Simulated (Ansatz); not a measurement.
```xyz
9

N    -0.794   -1.181   -0.752
Ta   -0.061    0.267    0.381
O    -1.060    0.310    1.783
O    -0.155    1.985   -0.465
O     1.756   -0.141    0.820
H    -0.371   -1.538   -1.596
H    -1.635   -1.696   -0.539
H     0.163    2.321   -1.301
H     2.157   -0.326    1.669
```

The species carries charge 0 and has multiplicity 1. Ta takes the def2 core potential.

Task: List the PBE0/def2-TZVPP orbital energies in eV (the Gaussian-basis code of Ansatz). (Estimate.)

Result: Computed: Occupied: -522.86, -522.67, -521.82, -391.17, -75.51, -41.64, -41.28, -41.18, -27.51, -27.24, -24.28, -23.44, -14.41, -14.23, -13.93, -11.69, -10.69, -10.53, -10.10, -9.53, -9.24, -9.02, -8.61, -7.99. Lowest empty: -0.30, -0.08, 0.11, 0.90, 1.07, 1.34, 1.63, 1.85.
